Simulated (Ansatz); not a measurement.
Job for Ansatz (a program for electronic structure): U-CCSD(T)/cc-pVTZ on HO2 (SMILES [O]O), 2S+1 = 2.

Ansatz 0.2 input:
```yaml
crystal:
  periodic: [false, false, false]
  atoms:
    - {symbol: O, position_ang: [0.66035604, -0.28581558, 0.00000000]}
    - {symbol: O, position_ang: [-0.51234295, 0.33303223, 0.00000000]}
    - {symbol: H, position_ang: [-1.18410475, -0.37773328, 0.00000000]}
basis:
  gaussian:
    orbitals: cc-pVTZ
magnetization: {spin_polarized: true, initial_magnetization: 1}
correlation: {method: ccsd_t, electrons: outside_noble_gas}
accuracy: high
relax: {f_tol: 0.0005, max_steps: 60}
scf: {omitted_lower_state_checks: [cluster_reference]}
output: {forces: true}
```

Output:

```
WARN ansatz: RAYON_NUM_THREADS=1 ignored (pool sized by the plan → 1); use --threads N
Functional definition: HF
these checks for a lower state are left out or cut short: cluster_reference
integrals: 0.19 GiB planned
1279 factors; integrals over basis functions are off by at most 1.7e-9 eV
mean field: 0.17 GiB planned
mean field evaluation 1: about -4086.7369 eV, gradient 1.5e1 eV
mean field evaluation 2: about -4086.7375 eV, gradient 1.5e1 eV
mean field evaluation 4: about -4087.9020 eV, gradient 3.3e0 eV
mean field evaluation 8: about -4088.1403 eV, gradient 2.6e-1 eV
mean field evaluation 16: about -4085.4675 eV, gradient 1.5e1 eV
mean field evaluation 32: about -4087.9601 eV, gradient 9.3e-1 eV
mean field -4088.14215942 eV, -150.2364533164 hartree, gradient 2.1e-8 eV, S^2 0.761642; 6 other end points of the search recorded, 0 dependent functions left out
2 core orbitals not correlated
reference -4088.14215942 eV, -150.2364533164 hartree; 7, 6 occupied and 65, 66 virtual orbitals, 1279 factors
densities: 0.85 GiB planned
second order -12.05541225 eV of doubles, -0.00000000 eV of singles
coupled cluster: 0.60 GiB planned
cycle   1  -12.00901372 eV  change    4.6e-2 eV  update   8.6e-2
cycle   2  -12.37189734 eV  change   -3.6e-1 eV  update   2.9e-2
cycle   3  -12.48089576 eV  change   -1.1e-1 eV  update   2.6e-2
cycle   4  -12.48080175 eV  change    9.4e-5 eV  update   1.3e-2
cycle   5  -12.48999768 eV  change   -9.2e-3 eV  update   6.5e-3
cycle   6  -12.49166233 eV  change   -1.7e-3 eV  update   1.4e-3
cycle   7  -12.49140583 eV  change    2.6e-4 eV  update   4.4e-4
cycle   8  -12.49154591 eV  change   -1.4e-4 eV  update   1.8e-4
cycle   9  -12.49143713 eV  change    1.1e-4 eV  update   6.1e-5
cycle  10  -12.49145861 eV  change   -2.1e-5 eV  update   2.2e-5
cycle  11  -12.49147780 eV  change   -1.9e-5 eV  update   9.5e-6
cycle  12  -12.49147098 eV  change    6.8e-6 eV  update   3.6e-6
cycle  13  -12.49147262 eV  change   -1.6e-6 eV  update   1.6e-6
cycle  14  -12.49147100 eV  change    1.6e-6 eV  update   5.6e-7
cycle  15  -12.49147064 eV  change    3.6e-7 eV  update   2.5e-7
cycle  16  -12.49147101 eV  change   -3.6e-7 eV  update   1.0e-7
cycle  17  -12.49147107 eV  change   -6.7e-8 eV  update   5.1e-8
cycle  18  -12.49147109 eV  change   -1.8e-8 eV  update   2.8e-8
cycle  19  -12.49147081 eV  change    2.8e-7 eV  update   8.3e-8
cycle  20  -12.49147085 eV  change   -3.9e-8 eV  update   2.3e-8
cycle  21  -12.49147084 eV  change    1.4e-8 eV  update   8.4e-9
cycle  22  -12.49147083 eV  change    7.0e-9 eV  update   3.8e-9
cycle  23  -12.49147083 eV  change  -4.8e-10 eV  update   1.9e-9
cycle  24  -12.49147083 eV  change   4.0e-11 eV  update   1.1e-9
perturbative correction -0.46402904 eV, -0.0170527528 hartree
the calculation of the forces begins
relax step   1: F+E_penalty+E_count = -4101.09765929 eV  Δ(F+E_penalty+E_count) = +0.000e0 eV  max|allowed force component| = 4.985e-1 eV/Å  Δτ_max = 0.0000 Å  (226 SCF iters, accepted)
these checks for a lower state are left out or cut short: starts, cluster_reference, orbital_swaps, neighbouring_geometries, increment
integrals: 0.19 GiB planned
1279 factors; integrals over basis functions are off by at most 1.7e-9 eV
mean field: 0.17 GiB planned
mean field -4088.14348532 eV, -150.2365020422 hartree, gradient 4.3e-8 eV, S^2 0.761705; 0 other end points of the search recorded, 0 dependent functions left out
2 core orbitals not correlated
reference -4088.14348532 eV, -150.2365020422 hartree; 7, 6 occupied and 65, 66 virtual orbitals, 1279 factors
densities: 0.85 GiB planned
second order -12.05374680 eV of doubles, -0.00000000 eV of singles
coupled cluster: 0.60 GiB planned
cycle   1  -12.00771561 eV  change    4.6e-2 eV  update   8.6e-2
cycle   2  -12.37118792 eV  change   -3.6e-1 eV  update   2.9e-2
cycle   3  -12.48087479 eV  change   -1.1e-1 eV  update   2.6e-2
cycle   4  -12.48130297 eV  change   -4.3e-4 eV  update   1.4e-2
cycle   5  -12.49079495 eV  change   -9.5e-3 eV  update   6.6e-3
cycle   6  -12.49251667 eV  change   -1.7e-3 eV  update   1.5e-3
cycle   7  -12.49225582 eV  change    2.6e-4 eV  update   4.5e-4
cycle   8  -12.49240308 eV  change   -1.5e-4 eV  update   1.8e-4
cycle   9  -12.49228817 eV  change    1.1e-4 eV  update   6.3e-5
cycle  10  -12.49231148 eV  change   -2.3e-5 eV  update   2.3e-5
cycle  11  -12.49233162 eV  change   -2.0e-5 eV  update   9.7e-6
cycle  12  -12.49232461 eV  change    7.0e-6 eV  update   3.7e-6
cycle  13  -12.49232600 eV  change   -1.4e-6 eV  update   1.6e-6
cycle  14  -12.49232450 eV  change    1.5e-6 e
[...]
bitals, 1279 factors
densities: 0.85 GiB planned
second order -12.05516472 eV of doubles, -0.00000000 eV of singles
coupled cluster: 0.60 GiB planned
cycle   1  -12.00850320 eV  change    4.7e-2 eV  update   8.7e-2
cycle   2  -12.37341896 eV  change   -3.6e-1 eV  update   2.9e-2
cycle   3  -12.48429619 eV  change   -1.1e-1 eV  update   2.6e-2
cycle   4  -12.48549777 eV  change   -1.2e-3 eV  update   1.4e-2
cycle   5  -12.49545780 eV  change   -1.0e-2 eV  update   6.8e-3
cycle   6  -12.49726781 eV  change   -1.8e-3 eV  update   1.5e-3
cycle   7  -12.49700075 eV  change    2.7e-4 eV  update   4.6e-4
cycle   8  -12.49715990 eV  change   -1.6e-4 eV  update   1.9e-4
cycle   9  -12.49703604 eV  change    1.2e-4 eV  update   6.6e-5
cycle  10  -12.49706212 eV  change   -2.6e-5 eV  update   2.4e-5
cycle  11  -12.49708337 eV  change   -2.1e-5 eV  update   1.0e-5
cycle  12  -12.49707603 eV  change    7.3e-6 eV  update   3.9e-6
cycle  13  -12.49707747 eV  change   -1.4e-6 eV  update   1.6e-6
cycle  14  -12.49707580 eV  change    1.7e-6 eV  update   6.0e-7
cycle  15  -12.49707548 eV  change    3.1e-7 eV  update   2.7e-7
cycle  16  -12.49707580 eV  change   -3.2e-7 eV  update   1.1e-7
cycle  17  -12.49707591 eV  change   -1.1e-7 eV  update   5.5e-8
cycle  18  -12.49707590 eV  change    1.5e-8 eV  update   2.9e-8
cycle  19  -12.49707559 eV  change    3.1e-7 eV  update   8.3e-8
cycle  20  -12.49707556 eV  change    2.4e-8 eV  update   2.9e-8
cycle  21  -12.49707552 eV  change    3.9e-8 eV  update   1.1e-8
cycle  22  -12.49707551 eV  change    9.1e-9 eV  update   4.2e-9
cycle  23  -12.49707551 eV  change    2.4e-9 eV  update   1.7e-9
cycle  24  -12.49707551 eV  change   2.2e-10 eV  update  9.2e-10
perturbative correction -0.46671941 eV, -0.0171516221 hartree
the calculation of the forces begins
relax step   4: F+E_penalty+E_count = -4101.10208580 eV  Δ(F+E_penalty+E_count) = -9.822e-6 eV  max|allowed force component| = 1.055e-2 eV/Å  Δτ_max = 0.0008 Å  (41 SCF iters, accepted)
these checks for a lower state are left out or cut short: starts, cluster_reference, orbital_swaps, neighbouring_geometries, increment
integrals: 0.19 GiB planned
1279 factors; integrals over basis functions are off by at most 1.7e-9 eV
mean field: 0.17 GiB planned
mean field -4088.13773550 eV, -150.2362907403 hartree, gradient 2.2e-8 eV, S^2 0.761837; 0 other end points of the search recorded, 0 dependent functions left out
2 core orbitals not correlated
reference -4088.13773550 eV, -150.2362907403 hartree; 7, 6 occupied and 65, 66 virtual orbitals, 1279 factors
densities: 0.85 GiB planned
second order -12.05547438 eV of doubles, -0.00000000 eV of singles
coupled cluster: 0.60 GiB planned
cycle   1  -12.00871442 eV  change    4.7e-2 eV  update   8.7e-2
cycle   2  -12.37373765 eV  change   -3.7e-1 eV  update   2.9e-2
cycle   3  -12.48468080 eV  change   -1.1e-1 eV  update   2.6e-2
cycle   4  -12.48591289 eV  change   -1.2e-3 eV  update   1.4e-2
cycle   5  -12.49589602 eV  change   -1.0e-2 eV  update   6.8e-3
cycle   6  -12.49771003 eV  change   -1.8e-3 eV  update   1.5e-3
cycle   7  -12.49744285 eV  change    2.7e-4 eV  update   4.6e-4
cycle   8  -12.49760284 eV  change   -1.6e-4 eV  update   1.9e-4
cycle   9  -12.49747825 eV  change    1.2e-4 eV  update   6.7e-5
cycle  10  -12.49750456 eV  change   -2.6e-5 eV  update   2.4e-5
cycle  11  -12.49752604 eV  change   -2.1e-5 eV  update   1.0e-5
cycle  12  -12.49751875 eV  change    7.3e-6 eV  update   3.9e-6
cycle  13  -12.49752002 eV  change   -1.3e-6 eV  update   1.7e-6
cycle  14  -12.49751825 eV  change    1.8e-6 eV  update   6.0e-7
cycle  15  -12.49751786 eV  change    3.8e-7 eV  update   2.8e-7
cycle  16  -12.49751827 eV  change   -4.0e-7 eV  update   1.1e-7
cycle  17  -12.49751832 eV  change   -5.5e-8 eV  update   5.5e-8
cycle  18  -12.49751834 eV  change   -2.4e-8 eV  update   3.1e-8
cycle  19  -12.49751805 eV  change    2.9e-7 eV  update   8.7e-8
cycle  20  -12.49751801 eV  change    4.3e-8 eV  update   3.2e-8
cycle  21  -12.49751798 eV  change    2.8e-8 eV  update   1.1e-8
cycle  22  -12.49751796 eV  change    1.5e-8 eV  update   5.2e-9
cycle  23  -12.49751796 eV  change    3.6e-9 eV  update   2.6e-9
cycle  24  -12.49751796 eV  change  -9.2e-10 eV  update   1.4e-9
cycle  25  -12.49751796 eV  change   -1.2e-9 eV  update  5.3e-10
cycle  26  -12.49751796 eV  change  -3.8e-10 eV  update  2.0e-10
perturbative correction -0.46683523 eV, -0.0171558782 hartree
the calculation of the forces begins
relax step   5: F+E_penalty+E_count = -4101.10208869 eV  Δ(F+E_penalty+E_count) = -2.894e-6 eV  max|allowed force component| = 1.191e-4 eV/Å  Δτ_max = 0.0003 Å  (39 SCF iters, accepted)
these checks for a lower state are left out or cut short: cluster_reference
integrals: 0.19 GiB planned
1279 factors; integrals over basis functions are off by at most 1.7e-9 eV
mean field: 0.17 GiB planned
mean field evaluation 96: about -4087.9969 eV, gradient 2.1e0 eV
mean field evaluation 128: about -4087.4493 eV, gradient 4.0e0 eV
mean field -4088.13773550 eV, -150.2362907403 hartree, gradient 2.2e-8 eV, S^2 0.761837; 7 other end points of the search recorded, 0 dependent functions left out
2 core orbitals not correlated
reference -4088.13773550 eV, -150.2362907403 hartree; 7, 6 occupied and 65, 66 virtual orbitals, 1279 factors
densities: 0.85 GiB planned
second order -12.05547438 eV of doubles, -0.00000000 eV of singles
coupled cluster: 0.60 GiB planned
cycle   1  -12.00871442 eV  change    4.7e-2 eV  update   8.7e-2
cycle   2  -12.37373765 eV  change   -3.7e-1 eV  update   2.9e-2
cycle   3  -12.48468080 eV  change   -1.1e-1 eV  update   2.6e-2
cycle   4  -12.48591289 eV  change   -1.2e-3 eV  update   1.4e-2
cycle   5  -12.49589602 eV  change   -1.0e-2 eV  update   6.8e-3
cycle   6  -12.49771003 eV  change   -1.8e-3 eV  update   1.5e-3
cycle   7  -12.49744285 eV  change    2.7e-4 eV  update   4.6e-4
cycle   8  -12.49760282 eV  change   -1.6e-4 eV  update   1.9e-4
cycle   9  -12.49747821 eV  change    1.2e-4 eV  update   6.7e-5
cycle  10  -12.49750459 eV  change   -2.6e-5 eV  update   2.4e-5
cycle  11  -12.49752603 eV  change   -2.1e-5 eV  update   1.0e-5
cycle  12  -12.49751874 eV  change    7.3e-6 eV  update   3.9e-6
cycle  13  -12.49752000 eV  change   -1.3e-6 eV  update   1.7e-6
cycle  14  -12.49751822 eV  change    1.8e-6 eV  update   6.0e-7
cycle  15  -12.49751788 eV  change    3.5e-7 eV  update   2.7e-7
cycle  16  -12.49751825 eV  change   -3.7e-7 eV  update   1.1e-7
cycle  17  -12.49751835 eV  change   -1.0e-7 eV  update   5.7e-8
cycle  18  -12.49751835 eV  change   9.7e-10 eV  update   2.9e-8
cycle  19  -12.49751805 eV  change    2.9e-7 eV  update   8.7e-8
cycle  20  -12.49751801 eV  change    4.7e-8 eV  update   3.3e-8
cycle  21  -12.49751798 eV  change    2.9e-8 eV  update   1.1e-8
cycle  22  -12.49751796 eV  change    1.3e-8 eV  update   5.1e-9
cycle  23  -12.49751796 eV  change    3.2e-9 eV  update   2.6e-9
cycle  24  -12.49751796 eV  change  -2.7e-10 eV  update   1.4e-9
cycle  25  -12.49751796 eV  change   -1.3e-9 eV  update  5.7e-10
cycle  26  -12.49751796 eV  change  -4.8e-10 eV  update  2.0e-10
perturbative correction -0.46683523 eV, -0.0171558782 hartree
the calculation of the forces begins
Total energy: -4101.10208869 eV, -150.7127219326 hartree
Atom 0 at     0.656414    -0.291926    -0.000000 Å, force    -0.000073     0.000036     0.000000 eV/Å
Atom 1 at    -0.520298     0.340842     0.000000 Å, force     0.000119     0.000022    -0.000000 eV/Å
Atom 2 at    -1.172208    -0.379433     0.000000 Å, force    -0.000046    -0.000057     0.000000 eV/Å
Dipole moment:    -0.409326    -0.181607     0.000000 e Å
Checks for a lower state left out: cluster_reference
```

Self-consistency was reached.

Cost: very roughly 5 core-minutes.
